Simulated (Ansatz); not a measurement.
Gas-phase electronic energies from Ansatz, PBE0-D4/def2-TZVP geometries. CCSD(T)/CBS adds triple-zeta CCSD(T) − MP2 to the extrapolated MP2 energy (def2 sets, frozen cores). This one scheme is used for every species. Functionals use def2-TZVPP. HSE06 is defined as in plane-wave codes. For Ge outer-core shells are correlated without core-valence functions, which leaves a few kJ/mol of doubt a bond. Scalar relativity is left out up to krypton. Each species was taken in one conformer, which may not be the lowest.

`C[O][Ge]([CH3])([CH3])[O]C(C)(C)C` + `O[Si]O[SiH3]` → `C[O][Ge]([CH3])([CH3])[O][SiH3]` + `CC(C)(C)O[Si]O`  (redistribution)

```
        level  ΔE (kcal/mol)
  LDA (SPW92)           -2.9
    revPBE-D4           -2.8
      PBE0-D4           -2.8
     HSE06-D4           -2.9
        BHLYP           -2.9
    CAM-B3LYP           -3.1
CCSD/def2-SVP           -1.7
HF/def2-TZVPP           -3.2
```

Question: What does CCSD(T)/CBS give? (Estimate.)

Answer: Computed: -2.5 kcal/mol. The listed levels differ from it by -0.4, -0.3, -0.3, -0.4, -0.4, -0.6, 0.8, -0.7 kcal/mol.

Largest T1 diagnostic among the species: 0.014.

The D4 term adds +0.8 kcal/mol with B3LYP and +0.5 kcal/mol with PBE0; it sums over pairs of atoms, weighted by their polarisabilities, and B3LYP, whose exchange is more repulsive, gets the larger term. At CCSD(T), def2-SVP lies +0.9 kcal/mol from the extrapolated value and def2-TZVPP +0.8 kcal/mol. Leaving LDA and LC-ωPBE aside and taking each functional with its dispersion term where it has one, the values, not all of them listed here, spread over 0.8 kcal/mol, from r2SCAN-D4 to ωB97M-V.

B3LYP here is the variant with VWN-RPA as its local correlation; programs differ in this.
